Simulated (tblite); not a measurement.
Compound: C₈H₁₁NSi.
Atom-mapped SMILES: `[N:1]#[C:2][CH2:3][C:4]1=[CH:5][SiH2:6][C@H:7]2[CH2:8][C@@H:9]1[CH2:10]2` (hydrogens: H11, H12 on C3; H13 on C5; H14, H15 on Si6; H16 on C7; H17, H18 on C8; H19 on C9; H20, H21 on C10)

Computed with GFN2-xTB (tblite), gas phase: L-BFGS steps from a force-field or distance-geometry start until the largest atomic force falls under 0.01 eV/Å.

Step 2: E = -743.0040 eV
```
atom  x, y, z in Å  |  force x, y, z in eV/Å
N1      3.2505   -1.0717    1.8611   -0.667   0.564  -1.686
C2      2.8777   -0.7204    0.8222    0.727  -0.482   1.271
C3      2.4086   -0.2596   -0.4665   -0.458   0.035   0.108
C4      0.9415    0.1263   -0.3239    0.229  -0.663   0.256
C5      0.5115    1.3481   -0.5508   -0.591   0.901  -0.119
Si6    -1.3234    1.7241   -0.3233    0.149   0.520  -0.157
C7     -1.9737    0.0433    0.1915   -0.168  -0.076  -0.019
C8     -1.3226   -0.9524   -0.7721    0.470   0.354   0.392
C9     -0.0424   -0.9106    0.1146   -0.885   0.418   0.077
C10    -0.9917   -0.4348    1.2562    0.234  -0.145  -0.506
H11     2.4827   -1.0621   -1.2186    0.202   0.170   0.244
H12     2.9729    0.6344   -0.7842   -0.014  -0.441   0.099
H13     1.1799    2.1329   -0.8650    0.157   0.042  -0.026
H14    -1.5064    2.7022    0.7428   -0.046   0.123   0.074
H15    -1.8766    2.1323   -1.6068   -0.135   0.103  -0.165
H16    -3.0426   -0.0760    0.4158    0.311   0.051  -0.158
H17    -1.1796   -0.5910   -1.7848   -0.168  -0.413  -0.234
H18    -1.7738   -1.9238   -0.6675   -0.188  -0.352  -0.504
H19     0.3915   -1.8691    0.2952    0.559  -0.611   0.063
H20    -1.3890   -1.3005    1.7716    0.138   0.046   0.466
H21    -0.6040    0.3455    1.8919    0.144  -0.142   0.526
```

Step 3: E = -743.0616 eV
```
atom  x, y, z in Å  |  force x, y, z in eV/Å
N1      3.2475   -1.0696    1.8546   -0.309   0.248  -0.763
C2      2.8811   -0.7210    0.8223    0.347  -0.183   0.398
C3      2.4025   -0.2595   -0.4641   -0.236  -0.037   0.097
C4      0.9456    0.1161   -0.3204   -0.535   0.858   0.000
C5      0.5029    1.3607   -0.5525    0.106  -0.523   0.118
Si6    -1.3213    1.7307   -0.3256   -0.061   0.361  -0.080
C7     -1.9766    0.0419    0.1912    0.099   0.200  -0.068
C8     -1.3154   -0.9469   -0.7661   -0.062  -0.085  -0.059
C9     -0.0555   -0.9041    0.1156    0.092  -0.394   0.127
C10    -0.9879   -0.4371    1.2484   -0.005   0.063   0.140
H11     2.4853   -1.0599   -1.2154    0.182   0.110   0.205
H12     2.9729    0.6288   -0.7829   -0.034  -0.370   0.092
H13     1.1821    2.1336   -0.8654    0.171   0.104  -0.044
H14    -1.5070    2.7039    0.7439   -0.057   0.134   0.078
H15    -1.8784    2.1336   -1.6088   -0.145   0.110  -0.167
H16    -3.0380   -0.0752    0.4136    0.104   0.015  -0.115
H17    -1.1818   -0.5964   -1.7880   -0.135  -0.387  -0.121
H18    -1.7766   -1.9290   -0.6740   -0.014  -0.022  -0.474
H19     0.3991   -1.8776    0.2962    0.228  -0.049  -0.036
H20    -1.3874   -1.3002    1.7779    0.188   0.136   0.340
H21    -0.6021    0.3440    1.8990    0.075  -0.289   0.331
```

Step 4: E = -743.1064 eV
```
atom  x, y, z in Å  |  force x, y, z in eV/Å
N1      3.2435   -1.0670    1.8465    0.072  -0.085   0.203
C2      2.8857   -0.7213    0.8195   -0.081   0.121  -0.437
C3      2.3958   -0.2601   -0.4604   -0.221   0.006   0.064
C4      0.9386    0.1250   -0.3183   -0.321   0.153   0.110
C5      0.5004    1.3602   -0.5518    0.079   0.058  -0.014
Si6    -1.3210    1.7412   -0.3276   -0.130   0.170  -0.080
C7     -1.9752    0.0450    0.1901    0.189   0.213  -0.079
C8     -1.3143   -0.9471   -0.7652   -0.140  -0.154  -0.148
C9     -0.0592   -0.9083    0.1182    0.308  -0.321   0.066
C10    -0.9873   -0.4368    1.2483   -0.025   0.049   0.263
H11     2.4900   -1.0566   -1.2100    0.100   0.030   0.139
H12     2.9719    0.6187   -0.7804    0.006  -0.215   0.057
H13     1.1856    2.1350   -0.8661    0.064  -0.008   0.003
H14    -1.5082    2.7067    0.7454   -0.059   0.169   0.098
H15    -1.8818    2.1362   -1.6130   -0.129   0.115  -0.142
H16    -3.0347   -0.0748    0.4107    0.047   0.027  -0.098
H17    -1.1853   -0.6059   -1.7916   -0.089  -0.323  -0.087
H18    -1.7777   -1.9310   -0.6858   -0.015   0.024  -0.388
H19     0.4070   -1.8829    0.2960    0.132   0.111  -0.054
H20    -1.3829   -1.2971    1.7867    0.139   0.131   0.278
H21    -0.5998    0.3378    1.9082    0.073  -0.269   0.246
```

Question: Estimate the geometry and energy of step 5. (The exact step hangs on the optimiser's Hessian estimate; all steps are aligned on step 4, rigid shifts and turns removed.)

Answer: E = -743.1527 eV, largest force 1.117 eV/Å
```
atom  x, y, z in Å  |  force x, y, z in eV/Å
N1      3.2377   -1.0639    1.8353    0.404  -0.359   0.977
C2      2.8922   -0.7205    0.8102   -0.457   0.309  -0.877
C3      2.3809   -0.2601   -0.4538   -0.134   0.028  -0.055
C4      0.9241    0.1329   -0.3114   -0.082  -0.090   0.054
C5      0.4969    1.3695   -0.5531    0.005   0.013   0.022
Si6    -1.3233    1.7601   -0.3321   -0.144  -0.037  -0.090
C7     -1.9680    0.0542    0.1869    0.159   0.002  -0.027
C8     -1.3163   -0.9515   -0.7675    0.030  -0.045  -0.031
C9     -0.0574   -0.9196    0.1229    0.057   0.026  -0.002
C10    -0.9878   -0.4355    1.2545    0.083  -0.059   0.077
H11     2.4988   -1.0513   -1.1991   -0.050  -0.108   0.008
H12     2.9707    0.5993   -0.7756    0.057   0.089  -0.019
H13     1.1909    2.1355   -0.8664    0.074   0.007  -0.002
H14    -1.5112    2.7143    0.7496   -0.069   0.192   0.092
H15    -1.8896    2.1426   -1.6222   -0.105   0.117  -0.079
H16    -3.0295   -0.0737    0.4044    0.094   0.083  -0.094
H17    -1.1923   -0.6269   -1.7986    0.004  -0.173  -0.089
H18    -1.7794   -1.9332   -0.7115   -0.102  -0.048  -0.193
H19     0.4217   -1.8888    0.2946    0.073   0.141  -0.035
H20    -1.3731   -1.2896    1.8055   -0.005   0.041   0.201
H21    -0.5949    0.3230    1.9270    0.108  -0.129   0.159
```

The energy changes by -0.0464 eV. The first-order estimate −F·Δx gives -0.0752 eV and the mean of the old and new forces, exact on a quadratic surface, -0.0464 eV. The step makes an angle of 37° with the force vector and moves no atom by more than 0.026 Å.

The cost below is that of the whole relaxation. The run took 0.58 s on one thread, Arm Neoverse N1 (aarch64), shared host with 64 logical CPUs at a one-minute load of 51.
